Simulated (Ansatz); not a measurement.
Reactions of C₂H₈OSSi, SMILES `CO[SiH2]CS`.

Calculated with Ansatz (gas phase, PBE0-D4/def2-TZVP geometries, no zero-point term in ΔE). CBS: MP2 limit from def2 TZ/QZ plus the TZ coupled-cluster correction, frozen cores. This one scheme is used for every species. Elements past krypton have def2 core potentials. For Ge, Sn, Ta outer-core shells are correlated without core-valence functions, which leaves a few kJ/mol of doubt a bond. Scalar relativity is left out up to krypton. One conformer a species, not always the lowest.

**Question.** Order these by ΔE at CCSD(T)/CBS, lowest first. (Estimate.)
A. `CO[SiH2]CS` + `FCC[SiH3]` → `CO[SiH2][SiH3]` + `FCCCS`
B. `CO[SiH2]CS` + `CC(F)(F)Cl` → `F[SiH2]CS` + `COC(C)(F)Cl`
C. `CO[SiH2]CS` + CH₃SH → `CSCS` + `CO[SiH3]`
D. `CO[SiH2]CS` + `F[SiH2]Cl` → `CO[SiH2][SiH2]Cl` + `FCS`
E. `CO[SiH2]CS` + `C=C(F)S[SiH3]` → `CO[SiH2]S[SiH3]` + `C=C(F)CS`
F. `CO[SiH2]CS` + `[OH][Sn]([F])([F])[F]` → `C[O][Sn]([F])([F])[F]` + `O[SiH2]CS`
G. `CO[SiH2]CS` + `[NH]=[Ta]([NH2])([NH2])[NH2]` → `C[N]=[Ta]([NH2])([NH2])[NH2]` + `O[SiH2]CS`
H. `CO[SiH2]CS` + `[NH2][GeH3]` → `CO[SiH2][NH][GeH3]` + CH₃SH

**Answer.** E (-97.2 kJ/mol), H (-74.0 kJ/mol), B (-50.6 kJ/mol), G (-39.8 kJ/mol), F (-0.2 kJ/mol), A (+33.5 kJ/mol), C (+42.3 kJ/mol), D (+236.9 kJ/mol).

Largest T1 diagnostic: 0.018, for `[NH]=[Ta]([NH2])([NH2])[NH2]`.
